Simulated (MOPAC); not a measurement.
MOPAC input (PM3):

```
PM3 PRECISE GNORM=0.05 LET XYZ GEO-OK AUX(PRECISION=9) THREADS=1
CSe2

Se   -0.00000000 1   -0.00000000 1   -1.69647800 1
C     0.00000000 1    0.00000000 1    0.00000000 1
Se    0.00000000 1    0.00000000 1    1.69647800 1
```

From the output:

```
                                                       MOPAC v23.2.5 Linux

          FINAL HEAT OF FORMATION =         64.75623 KCAL/MOL =     270.94007 KJ/MOL

          COSMO AREA              =        103.12 SQUARE ANGSTROMS
          COSMO VOLUME            =         88.28 CUBIC ANGSTROMS

          GRADIENT NORM           =          0.01092          =       0.00630 PER ATOM
          IONIZATION POTENTIAL    =          9.751014 EV
          HOMO LUMO ENERGIES (EV) =         -9.751 -2.478
          NO. OF FILLED LEVELS    =          8
          MOLECULAR WEIGHT        =        169.9310         POINT GROUP:  D*h

          MOLECULAR DIMENSIONS (Angstroms)

            Atom       Atom       Distance
           Se     3   Se     1     3.08165
           Se     3   Se     1     0.00000
            C     2   Se     1     0.00000

          SCF CALCULATIONS        =          6

   ATOM   CHEMICAL          X               Y               Z
  NUMBER   SYMBOL      (ANGSTROMS)     (ANGSTROMS)     (ANGSTROMS)

     1      Se         -0.00000000  *  -0.00000000  *  -1.54082273  *
     2       C          0.00000000  *   0.00000000  *  -0.00000001  *
     3      Se         -0.00000000  *   0.00000000  *   1.54082274  *

                             CARTESIAN COORDINATES

   1   Se       -0.000000000    -0.000000000    -1.540822734
   2    C        0.000000000     0.000000000    -0.000000005
   3   Se       -0.000000000     0.000000000     1.540822736

           Empirical Formula: C Se2  =     3 atoms

      MOLECULAR POINT GROUP   :   D*h

                  EIGENVALUES
 -30.20148 -21.90476 -14.66418 -14.66418 -13.92945 -12.13237  -9.75101  -9.75101
  -2.47775  -2.47775  -1.76565  -1.57771

              NET ATOMIC CHARGES AND DIPOLE CONTRIBUTIONS

  ATOM NO.   TYPE          CHARGE      No. of ELECS.   s-Pop       p-Pop
    1         Se           0.244392        5.7556     1.84143     3.91418
    2          C          -0.488784        4.4888     1.31925     3.16954
    3         Se           0.244392        5.7556     1.84143     3.91418
 DIPOLE           X         Y         Z       TOTAL
 POINT-CHG.    -0.000     0.000    -0.000     0.000
 HYBRID         0.000     0.000     0.000     0.000
 SUM            0.000     0.000    -0.000     0.000

          ATOMIC ORBITAL ELECTRON POPULATIONS

     Atom    s        px        py        pz
    1 Se   1.84143   1.51087   1.51087   0.89244
    2  C   1.31925   0.97826   0.97826   1.21301
    3 Se   1.84143   1.51087   1.51087   0.89244

 **********************
 *                    *
 * JOB ENDED NORMALLY *
 *                    *
 **********************

 == MOPAC DONE ==
```

The geometry given is a B3LYP-D3(BJ)/def2-TZVP minimum.
